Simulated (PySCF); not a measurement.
How the method changes the constants of SrN

State: ⁴Σ⁻ (quartet), unpaired electrons σ ↑, π ↑↑. Set-up: basis Sr def2-SVPD with ECP28, N def2-SVPD; scalar-relativistic core potentials; PySCF 2.14. De refers to Sr + N in their high-spin ground configurations, without counterpoise correction. The functionals are run spin-unrestricted. A positive dipole means Sr(−)N(+). Levels whose curve was spin-contaminated or gave no clean fit are not listed.

```
      Level  Re (Å)  ωe (cm⁻¹)  De (eV)  μ (D)  CPU s a point (SCF and correlation, without the integrals)
    UHF-MP2   2.419        420     0.72    n/a                                                         0.2
UHF-SCS-MP2   2.430        412     0.69    n/a                                                         n/a
   UHF-CCSD   2.436        404     0.66    n/a                                                         n/a
UHF-CCSD(T)   2.441        391     0.73    n/a                                                         6.9
        PBE   2.413        386     1.65  -3.72                                                        0.49
       BLYP   2.438        371     1.58  -3.80                                                        0.34
     r²SCAN   2.406        405     1.48  -3.96                                                        0.78
      M06-L   2.456        378     1.24  -3.25                                                           4
       PBE0   2.399        409     1.35  -4.08                                                        0.77
      B97-3   2.464        365     1.14  -3.62                                                         1.1
```

Question: Which functional lies closest to UHF-CCSD(T) in De, which farthest, and by how much do they differ from it?

Answer: Closest is B97-3 (+2.3 pm in Re, -6.6 % in ωe, +0.41 eV in De against UHF-CCSD(T) in the same basis), farthest PBE (-2.8 pm in Re, -1.3 % in ωe, +0.92 eV in De). CCSD(T) converges more slowly with the basis than the functionals do and binds too weakly in this one, so the order can change at the basis-set limit.

Question: What does a quarter of exact exchange do here, going from PBE to PBE0?

Answer: PBE0 less PBE: -1.4 pm in Re, +6.0 % in ωe, -0.30 eV in De. Exact exchange removes part of the self-interaction that spreads semilocal densities, and in most molecules shortens and stiffens the bond and lowers De; so it does here.

Question: What does the step from GGA to meta-GGA do here, going from PBE to r²SCAN?

Answer: r²SCAN less PBE: -0.7 pm in Re, +4.9 % in ωe, -0.17 eV in De. 

Correlated steps freeze 1 core orbital. Correlated levels converge slowly with the basis: in double zeta they bind strong bonds too weakly, by up to about 1 eV, and carry superposition errors of some tenths. Spin–orbit coupling is left out. The state was picked by a PBE0 search and need not be the measured ground state.

The whole job (state search and all levels along the bond) took about 3 min on 1 thread of Arm Neoverse V1 (shared host), peak memory 0.56 GiB.
